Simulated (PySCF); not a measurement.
A structure optimised at PBE-D3(BJ)/def2-SVP, used in a PySCF frequency run:

```xyz
9

Mo    -0.1625     0.1157    -0.0085
S      0.8735    -0.4888    -1.7668
S      1.0872    -0.0581     1.7020
O     -0.9960     1.7823    -0.1966
H     -0.9713     2.4644     0.5033
C     -1.6455    -1.3434     0.2592
H     -1.2064    -2.3574     0.3400
H     -2.3222    -1.3051    -0.6206
H     -2.2059    -1.1090     1.1887
```
Charge 0, spin multiplicity 1.

Task: Write its SMILES and formula.

Result: [CH3][Mo]([OH])(=[S])=[S], CH4MoOS2

Task: What are its rotational constants (standard atomic weights)?

Result: 2.2994, 1.7577, 1.5315 GHz
